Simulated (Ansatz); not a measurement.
C4H9Cl2Sn (SMILES CCC[CH2][Sn+]([Cl])[Cl]), charge +1, singlet, at a GFN2-xTB geometry (such geometries of metal compounds can be far from the true shape) (all electrons, no relativity); R2SCAN/STO-3G (Ansatz, a program for electronic structure).

Ansatz was given this input:
Ansatz 0.2 input:
```yaml
crystal:
  periodic: [false, false, false]
  atoms:
    - {symbol: Sn, position_ang: [0.39554483, 0.39977329, 0.52787154]}
    - {symbol: C, position_ang: [-0.19190170, -1.69388635, -0.66896118]}
    - {symbol: C, position_ang: [-0.81224713, -1.37125791, -1.96491012]}
    - {symbol: C, position_ang: [-1.22018801, -2.73279061, -2.62132825]}
    - {symbol: C, position_ang: [-2.46290253, -3.35375468, -2.01197773]}
    - {symbol: H, position_ang: [0.78543419, -2.17553348, -0.71580945]}
    - {symbol: H, position_ang: [-0.84999327, -2.14007697, 0.07682266]}
    - {symbol: H, position_ang: [-1.71818905, -0.76907726, -1.86272958]}
    - {symbol: H, position_ang: [-0.11200606, -0.87106511, -2.63743043]}
    - {symbol: H, position_ang: [-1.41143827, -2.49797001, -3.67007541]}
    - {symbol: H, position_ang: [-0.38338849, -3.43092392, -2.58105187]}
    - {symbol: H, position_ang: [-3.28367026, -2.64139647, -1.98113503]}
    - {symbol: H, position_ang: [-2.28982876, -3.73798406, -1.01041668]}
    - {symbol: H, position_ang: [-2.77494607, -4.19219484, -2.63124139]}
    - {symbol: Cl, position_ang: [1.48625305, 0.99722580, 2.51382037]}
    - {symbol: Cl, position_ang: [-0.28718122, 2.37793270, -0.50072898]}
basis:
  gaussian:
    orbitals: STO-3G
hamiltonian:
  xc: r2scan
total_charge: 1
accuracy: high
```

What the program printed (banner, timings and long lists left out):

```
Functional definition: r2SCAN
1542 factors; integrals over basis functions are off by at most 4.1e-8 eV
mean field evaluation 1: about -191335.8961 eV, gradient 2.9e1 eV
mean field evaluation 2: about -191324.3993 eV, gradient 5.7e1 eV
mean field evaluation 4: about -191340.9177 eV, gradient 4.8e0 eV
mean field evaluation 8: about -191340.9022 eV, gradient 1.4e-1 eV
mean field evaluation 16: about -191340.9023 eV, gradient 2.0e-5 eV
mean field -191340.90229471 eV, -7031.6484638089 hartree, gradient 5.4e-8 eV, S^2 0.000000; 0 other end points of the search recorded, 0 dependent functions left out
reference -191340.90229533 eV, -7031.6484638318 hartree; 58, 58 occupied and 16, 16 virtual orbitals, 1542 factors
Total energy: -191340.90229533 eV, -7031.6484638318 hartree
```
